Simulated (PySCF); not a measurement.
Static response to an electric field

Mo(NHMe)4, C4H16MoN4 (singlet state).
Geometry (PBE0-D3(BJ)/def2-SVP, Å), atoms numbered from 1 in this order:
```xyz
25
C4H16MoN4 angstrom
Mo    -0.0087   -0.0020    0.0021
N     -0.0895   -0.0641    1.9232
C      0.7589    0.6013    2.8856
H     -0.9587   -0.3826    2.3613
H      1.0302   -0.0644    3.7264
H      1.6991    0.9089    2.4010
H      0.2978    1.5097    3.3196
N      1.7937    0.0121   -0.6658
C      2.9456   -0.7102   -0.1756
H      1.9567    0.3578   -1.6160
H      3.8512   -0.0757   -0.1520
H      2.7600   -1.0480    0.8563
H      3.1867   -1.6070   -0.7788
N     -0.7784    1.6221   -0.6827
C     -2.1722    1.9604   -0.8592
H     -0.1924    2.4617   -0.7096
H     -2.3562    2.4591   -1.8293
H     -2.7807    1.0423   -0.8467
H     -2.5629    2.6274   -0.0663
N     -0.9483   -1.5791   -0.5731
C     -1.5490   -1.8572   -1.8578
H     -0.8233   -2.4406   -0.0336
H     -2.5409   -2.3356   -1.7546
H     -1.6999   -0.9151   -2.4085
H     -0.9289   -2.5171   -2.4953
```

Level: CAM-B3LYP/def2-SVPD (PySCF), static field, nuclei fixed, core orbitals frozen in the response. The polarisability tensor in these axes (au):

```
x   147.14  -4.12  11.79
y    -4.12 131.90   4.67
z    11.79   4.67 140.10
```

Problem. Diagonalise the tensor; give its mean and Δα, where Δα² is half the sum of the squared differences of the eigenvalues.

Solution. Principal values 125.39, 137.82 and 155.93 au; mean 139.71 au = 20.70 Å³ = 23.04 × 10⁻⁴⁰ C²·m²/J; Δα = 26.60 au (19 % of the mean).

Problem. What is the dipole moment?

Solution. 0.01 D; point group D2 allows none, and the residue is numerical.

Problem. Rayleigh depolarisation ratio (linearly polarised light, static tensor)?

Solution. ρ = 3Δα²/(45ᾱ² + 4Δα²) = 2123.1/(878404 + 2830.8) = 0.00241.

Problem. Find the Langevin capture rate constant for H3+ (3.023 u) meeting this molecule (218.043 u), k = 2.342 × 10⁻⁹ cm³/s × √(α in Å³ / reduced mass in u).

Solution. The reduced mass is 2.98 u, so k = 6.17 × 10⁻⁹ cm³/s.

Problem. Along which axes do the principal values lie, and how far do the nuclei extend along each?

Solution. Largest value along (0.81, -0.02, 0.59), where the nuclei span 6.08 Å; middle along (-0.40, 0.72, 0.57), 5.74 Å; least along (0.44, 0.69, -0.57), 4.08 Å. The response follows the extents in order.

Problem. Refractivity n − 1 of an ideal gas of it at 500 K and 1 atm, from the electronic α?

Solution. N = p/kT = 1.4678 × 10¹⁹ cm⁻³, so n − 1 = 2π × N × 20.70 × 10⁻²⁴ cm³ = 1909 × 10⁻⁶ at long wavelengths, for an ideal gas.

Problem. Form Σ f/ω² (atomic units) for the 10 lowest TDDFT singlets, given as eV and f, and set it beside the mean polarisability, which is this sum over all singlets: 1.69, 0.0000; 2.07, 0.0046; 2.59, 0.0180; 3.19, 0.0006; 3.75, 0.0000; 4.25, 0.0367; 4.58, 0.0371; 4.83, 0.0175; 5.24, 0.1065; 5.25, 0.0136.

Solution. They add up to 9.43 au, 6.7 % of the 139.71 au; the largest single term is 2.87 au, from the state at 5.24 eV. Terms in order: 0.00, 0.80, 1.98, 0.05, 0.00, 1.50, 1.31, 0.56, 2.87, 0.37 au. Higher excitations give the rest. The strengths listed sum to 0.235.

Geometry: PBE0-D3(BJ)/def2-SVP; no solvent, vibrations or thermal averaging. Atoms past krypton carry effective core potentials; spin–orbit coupling is left out.

The run behind these numbers computed excited states as well. The run took 7.3 min (with the writing of density and orbital grids) on one thread, Intel Xeon at 2.50 GHz (x86_64), no GPU (shared host), and the process peaked at 2.0 GiB of memory.
